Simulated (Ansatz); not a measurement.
Reaction (atomization): `N[AsH][GaH2]` → As• + Ga• + 5 H• + N•

Gas-phase electronic energies from Ansatz, PBE0-D4/def2-TZVP geometries. CBS: MP2 limit from def2 TZ/QZ plus the TZ coupled-cluster correction, frozen cores. This one scheme is used for every species, atoms too. For atomizations the MP2-based limit and the directly extrapolated one differ by several kJ/mol either way, and by 10 to 25 for some Ge, Se and Sn compounds, so smaller differences from it don't rank the levels. DFT in def2-TZVPP. Open shells (•) are unrestricted, without spin–orbit coupling. Spin–orbit coupling would lower the free atoms: clearly for Ga. For As, Ga outer-core shells are correlated without core-valence functions, so the limit isn't a true one: a few kJ/mol of doubt a bond, and 10 to 20 or more in all where bonds break to atoms. Scalar relativity is left out up to krypton. Each species was taken in one conformer, which may not be the lowest.

`N[AsH][GaH2]`:

Z-matrix (Å, degrees):
```
N
As 1 1.870
H 1 1.011 2 109.0
H 1 1.011 2 114.2 3 -120.9
Ga 2 2.416 1 101.8 3 123.4
H 2 1.530 1 97.5 3 -145.1
H 5 1.576 2 118.7 1 -21.4
H 5 1.571 2 120.3 1 160.8
```

Q: What is ΔE at CCSD(T)/CBS? (Best estimate.)

A: Ansatz gave: +493.0 kcal/mol.

Q: What do these levels give: LDA (SPW92), r2SCANh-D4, CAM-B3LYP-D4, PBE, PBE0, r2SCANh, CCSD/def2-SVP, SCS-MP2/def2-TZVPP, CCSD/def2-TZVPP, HF/def2-QZVPP, MP2/def2-QZVPP, CCSD/CBS(def2)? (An estimate is asked.)

A: Ansatz gave: LDA (SPW92) 571.1, r2SCANh-D4 487.3, CAM-B3LYP-D4 495.6, PBE 493.6, PBE0 483.9, r2SCANh 486.4, CCSD/def2-SVP 439.0, SCS-MP2/def2-TZVPP 481.3, CCSD/def2-TZVPP 470.9, HF/def2-QZVPP 316.4, MP2/def2-QZVPP 483.3, CCSD/CBS(def2) 484.8 kcal/mol.

Largest T1 diagnostic among the species: 0.013.

From PBE to PBE0 (25 % exact exchange), in def2-TZVPP and without D4, ΔE moves by −9.7 kcal/mol: exact exchange takes away binding that semilocal exchange gives to molecules. At CCSD(T), def2-SVP lies −48.2 kcal/mol from the extrapolated value and def2-TZVPP −14.0 kcal/mol: correlation converges slowly with the basis, and small sets miss more of it in the bonded molecule than in its fragments. In def2-TZVPP, CCSD(T) changes the Hartree–Fock value by +163.4 kcal/mol (the triples alone add +8.2 kcal/mol) and MP2 by +159.4 kcal/mol; breaking electron pairs costs correlation energy, which Hartree–Fock lacks.
